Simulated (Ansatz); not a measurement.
Geometry optimisation, RKS BLYP/def2-SVP in Ansatz.

Input file:

```yaml
crystal:
  periodic: [false, false, false]
  atoms:
    - { symbol: Si, position_ang: [0.0, 0.0, 0.0] }
    - { symbol: H, position_ang: [0.0, 0.0, 1.46] }
    - { symbol: O, position_ang: [1.5842, 0.0, -0.5594] }
    - { symbol: C, position_ang: [2.3503, -1.1632, -0.836] }
    - { symbol: H, position_ang: [1.7187, -1.9052, -1.3675] }
    - { symbol: H, position_ang: [3.2179, -0.8926, -1.4733] }
    - { symbol: H, position_ang: [2.7141, -1.6023, 0.1163] }
    - { symbol: F, position_ang: [-0.7489, 1.2974, -0.5295] }
    - { symbol: H, position_ang: [-0.6877, -1.1914, -0.4862] }
basis:
  gaussian: { orbitals: def2-SVP }
hamiltonian:
  xc: blyp
relax:
  f_tol: 0.02
  max_steps: 40
output:
  orbitals: {}
```

Run as:

```bash
$ ansatz run input.yaml --threads 1 --pin off --max-ram 2048MiB --backend cpu --events-out ev --progress --plain --runs-dir out
```

Problem. Where does it end, and by what steps?

Solution. It converged. The force dipped under the threshold on the way, but the program's further checks kept it going. After 16 steps the energy has fallen by 0.197 eV; O3 moved furthest, 0.92 Å.

```csv
step,energy less start (eV),largest force component (eV/Å),accepted
0,0.0000,1.503,yes
1,-0.0813,0.769,yes
2,-0.1016,0.109,yes
3,-0.1116,0.184,yes
4,-0.1210,0.179,yes
5,-0.1399,0.215,yes
6,-0.1330,0.575,no
7,-0.1542,0.239,yes
8,-0.1662,0.195,yes
9,-0.1834,0.101,yes
10,-0.1900,0.078,yes
11,-0.1916,0.166,yes
12,-0.1949,0.052,yes
13,-0.1959,0.019,yes
14,-0.1964,0.028,yes
15,-0.1966,0.026,yes
16,-0.1968,0.016,yes
```

```xyz
9
Properties=species:S:1:pos:R:3
Si -0.002 -0.060 0.109
H -0.385 0.378 1.478
O 1.595 -0.518 0.202
C 2.334 -1.185 -0.823
H 1.738 -1.986 -1.318
H 2.675 -0.470 -1.605
H 3.229 -1.652 -0.365
F -0.194 1.210 -0.914
H -0.842 -1.173 -0.438
```

The run took 18 s on 1 thread of AMD EPYC 9R45 96-Core Processor (Zen 5) (shared host), peak memory 0.16 GiB.
